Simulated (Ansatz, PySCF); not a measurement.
Species: C2H6B (charge 0, doublet). It need not be the lowest isomer of its formula. SMILES: C[B]C
Structure (B3LYP-D3(BJ)/def2-TZVP (Ansatz, a quantum-chemistry and plane-wave program) minimum search):
```
B
C 1 1.5467
H 2 1.0909 1 114.73
H 2 1.0978 3 109.14 1 -128.79
H 2 1.1004 3 106.07 4 -114.56
C 1 1.5467 2 129.60 3 -157.21
H 6 1.0909 1 114.73 2 157.21
H 6 1.0978 7 109.14 1 128.79
H 6 1.1004 7 106.07 8 114.56
```
Charge 0, spin multiplicity 2.

Quantity: atomisation energy (electronic, to ground-state atoms); the coupled-cluster value holds the core correlation from cc-pwCVTZ, in kJ/mol. Valence correlation only, unless marked. Open shells are spin-unrestricted. No spin-orbit coupling. Non-relativistic. CBS marks a two-point X^-3 extrapolation of the correlation energy; Hartree-Fock from the larger set.

Level to compare with: CCSD(T)/CBS(cc-pVTZ,cc-pVQZ) plus the core term (Ansatz), 3294.0 kJ/mol. It is a level with limits of its own, and the differences hold the functionals' basis error too.

Task: Rank these functionals by how close they come to CCSD(T)/CBS(cc-pVTZ,cc-pVQZ), closest first: r2SCAN/def2-TZVPD (Ansatz); r2SCANh/def2-TZVPD (Ansatz); TPSSh/def2-TZVPD (PySCF).

Result: r2SCANh/def2-TZVPD (hybrid meta-GGA, 3316.3 kJ/mol, difference 22.3), TPSSh/def2-TZVPD (hybrid meta-GGA, 3322.5 kJ/mol, difference 28.5), r2SCAN/def2-TZVPD (meta-GGA, 3326.9 kJ/mol, difference 32.9)
